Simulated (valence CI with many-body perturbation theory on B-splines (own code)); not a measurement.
# Tm18+: calculated level list

Calculated by valence CI with perturbative core correlation (CI+MBPT): five valence electrons over a frozen Dirac-Fock core [Kr] 4d10, radial functions for each j: 7 s, 7 p, 7 d, 7 f, 4 g, 2 h, with the one-electron correlation potential Σ1, the two-electron term Σ2, the three-electron term Σ3, Breit, model QED; selected CI, second order for the rest, scaled by the run's own slope (own B-spline code, finite nucleus).

No measured levels were compared; by estimate terms of the open shell hold to a few per cent of their energy, and close levels can change places. Among the levels kept, up to 1100 cm⁻¹ of a level comes from second order outside the variational space, and about a tenth of that is noise between levels of different J, which matters for small intervals.

Levels 46 to 90 of 195, with energies above the lowest level, 4f⁵ ⁶H°_5/2. "Leading %" is the weight of the configuration and term that name the level; weights of strongly mixed levels are sums over their largest components and can fall short. Lifetimes count E1, E2, E3, M1 and M2 decay at the calculated energies, and are blank where another channel may lead or the interval is too uncertain; long ones can be off by a factor of two.

```csv
No.,Configuration,Term,J,E (cm⁻¹),Leading %,Second component,g,Lifetime
46,4f⁵,⁴G°,11/2,65168,51,24 % 4f⁵ ⁴H°,1.179,5.99 ms
47,4f⁵,⁴G°,5/2,65629,90,,0.617,9.53 ms
48,4f⁵,⁴L°,19/2,65708,69,16 % 4f⁵ ⁴M°,1.126,38.6 ms
49,4f⁵,⁶P°,7/2,66484,57,34 % 4f⁵ ⁴D°,1.568,32.0 ms
50,4f⁵,⁴F°,9/2,67399,54,32 % 4f⁵ ⁴G°,1.241,5.83 ms
51,4f⁵,⁴P°,1/2,67723,67,21 % 4f⁵ ⁴D°,1.850,7.23 ms
52,4f⁵,⁴P°,3/2,68154,37,30 % 4f⁵ ²P°,1.665,16.7 ms
53,4f⁵,⁴G°,11/2,68354,55,16 % 4f⁵ ²H°,1.200,5.32 ms
54,4f⁵,²L°,15/2,69277,41,32 % 4f⁵ ⁴I°,1.030,4.71 ms
55,4f⁵,⁴F°,9/2,71327,65,12 % 4f⁵ ⁴I°,1.194,22.3 ms
56,4f⁵,⁴I°,9/2,71770,36,32 % 4f⁵ ⁴G°,0.961,7.54 ms
57,4f⁵,²F°,5/2,71991,40,24 % 4f⁵ ⁴D°,1.023,4.50 ms
58,4f⁵,²N°,19/2,73044,76,12 % 4f⁵ ²M°,0.984,10.9 ms
59,4f⁵,²O°,21/2,74705,45,40 % 4f⁵ ²N°,1.019,13.1 ms
60,4f⁵,²K°,13/2,75089,63,18 % 4f⁵ ⁴I°,0.960,4.94 ms
61,4f⁵,⁴P°,5/2,75305,52,19 % 4f⁵ ⁶P°,1.548,9.27 ms
62,4f⁵,²M°,17/2,75313,64,22 % 4f⁵ ⁴L°,1.001,14.4 ms
63,4f⁵,⁴I°,15/2,75976,62,27 % 4f⁵ ²K°,1.140,13.9 ms
64,4f⁵,⁴I°,11/2,76080,64,20 % 4f⁵ ²H°,1.012,18.4 ms
65,4f⁵,⁴F°,7/2,76694,78,7 % 4f⁵ ²F°,1.209,19.4 ms
66,4f⁵,⁴F°,3/2,77624,70,22 % 4f⁵ ²D°,0.576,31.6 ms
67,4f⁵,⁴I°,13/2,78276,43,29 % 4f⁵ ²K°,1.073,12.0 ms
68,4f⁵,⁴F°,5/2,78378,69,12 % 4f⁵ ²D°,1.046,10.7 ms
69,4f⁵,²L°,17/2,79562,56,18 % 4f⁵ ⁴K°,1.057,9.11 ms
70,4f⁵,²H°,9/2,80095,39,26 % 4f⁵ ⁴I°,0.929,6.68 ms
71,4f⁵,²P°,1/2,81852,36,32 % 4f⁵ ⁴P°,1.071,3.88 ms
72,4f⁵,²G°,7/2,83522,51,17 % 4f⁵ ⁴H°,0.912,4.36 ms
73,4f⁵,²I°,11/2,83640,58,12 % 4f⁵ ²H°,0.979,5.56 ms
74,4f⁵,²D°,3/2,85050,52,22 % 4f⁵ ⁴P°,1.147,6.37 ms
75,4f⁵,²H°,11/2,85127,50,17 % 4f⁵ ²I°,1.067,8.45 ms
76,4f⁵,²F°,7/2,85194,64,18 % 4f⁵ ²G°,1.071,5.66 ms
77,4f⁵,⁴G°,5/2,85472,48,32 % 4f⁵ ²F°,0.790,8.48 ms
78,4f⁵,²I°,13/2,85628,32,30 % 4f⁵ ⁴I°,1.048,9.20 ms
79,4f⁵,²O°,23/2,87851,100,,1.042,45.5 ms
80,4f⁵,²L°,15/2,88061,45,27 % 4f⁵ ²K°,1.040,9.40 ms
81,4f⁵,⁴G°,7/2,88404,46,15 % 4f⁵ ²F°,0.972,7.76 ms
82,4f⁵,⁴G°,9/2,89183,40,17 % 4f⁵ ²H°,1.047,5.61 ms
83,4f⁵,²I°,11/2,89224,43,22 % 4f⁵ ⁴K°,0.964,9.73 ms
84,4f⁵,²M°,19/2,89382,72,18 % 4f⁵ ²N°,1.043,8.64 ms
85,4f⁵,²I°,13/2,90070,33,26 % 4f⁵ ²K°,1.071,12.8 ms
86,4f⁵,²H°,11/2,91689,34,31 % 4f⁵ ⁴G°,1.135,7.99 ms
87,4f⁵,²D°,5/2,91720,57,21 % 4f⁵ ²F°,1.096,5.31 ms
88,4f⁵,²O°,21/2,92824,53,43 % 4f⁵ ²N°,1.000,8.43 ms
89,4f⁵,²G°,7/2,93047,38,30 % 4f⁵ ²F°,0.956,8.49 ms
90,4f⁵,²P°,3/2,93591,27,26 % 4f⁵ ⁴P°,1.254,5.68 ms
```

Names give the largest LS component (configuration and term), which can be under half, so a name can repeat, a term be missing and a line seem to break the LS rules; names also repeat where a configuration has a term twice.

Where two levels of one J and parity lie close, their mixing, g and order are uncertain.
